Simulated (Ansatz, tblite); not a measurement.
Cost and result up the ladder for P₂H₆Au₁₃⁺ (relaxed from a model of Au13(PH3)2, whose bonding it doesn't keep) (21 atoms). Charge 1, multiplicity 1. Geometry: r2SCAN-D4/def2-SVP.

```csv
atom,x (Å),y (Å),z (Å)
Au1,-1.3503,2.7794,0.0244
Au2,2.0073,0.4660,-2.8217
Au3,0.0002,-1.5848,-2.1568
Au4,-1.8412,3.2130,2.6043
Au5,-1.6168,-1.3359,2.8110
Au6,-0.0092,1.3229,2.0567
Au7,1.4537,0.3396,-0.1807
Au8,-2.8017,0.7526,1.5184
Au9,-1.0541,0.8518,-2.0369
Au10,-1.1959,-0.9404,0.1740
Au11,1.2404,-1.0192,2.1392
Au12,-1.4057,3.4654,-2.5466
Au13,1.1328,2.6762,-1.4821
P14,2.8851,-0.0447,-4.9005
P15,-1.6997,-2.3736,4.8780
H16,2.2125,-0.9652,-5.7423
H17,3.0600,1.0331,-5.8031
H18,4.1885,-0.5987,-4.9158
H19,-0.7565,-2.0104,5.8713
H20,-2.9018,-2.2448,5.6162
H21,-1.5476,-3.7822,4.8930
```

Ansatz on 2 threads of AMD EPYC 7R13 on a shared host and a share (18 GiB) of an NVIDIA H100 80GB HBM3; xTB runs through tblite on one thread. Times are rough, summed over both states, and most runs start from the orbitals of an earlier one. PBE0-D4/def2-TZVP serves as the yardstick here, not as an exact answer. The other state is a doublet.

In the def2 sets Au takes a core potential; there is no spin–orbit coupling. The xTB rows come from tblite. Single mean-field runs in def2-TZVP are fitted with def2-universal-jkfit.

Raw xTB energies of ions are shifted by several eV.

| level | functions | wall time |
| --- | --- | --- |
| GFN2-xTB | 141 | 0.23 s |
| GFN1-xTB | 147 | 0.32 s |
| PBE-D4/def2-TZVP (with forces) | 630 | 33 s |
| r2SCANh-D4/def2-TZVP | 630 | 36 s |
| PBE0-D4/def2-TZVP (with forces) | 630 | 45 s |

Estimate what each level gives for the vertical IE (eV).


| level | vertical IE (eV) | difference from PBE0-D4/def2-TZVP (eV) |
| --- | --- | --- |
| GFN2-xTB | 12.56 | 3.20 |
| GFN1-xTB | 15.75 | 6.39 |
| PBE-D4/def2-TZVP (with forces) | 9.46 | 0.10 |
| r2SCANh-D4/def2-TZVP | 9.40 | 0.04 |
| PBE0-D4/def2-TZVP (with forces) | 9.36 | 0.00 |
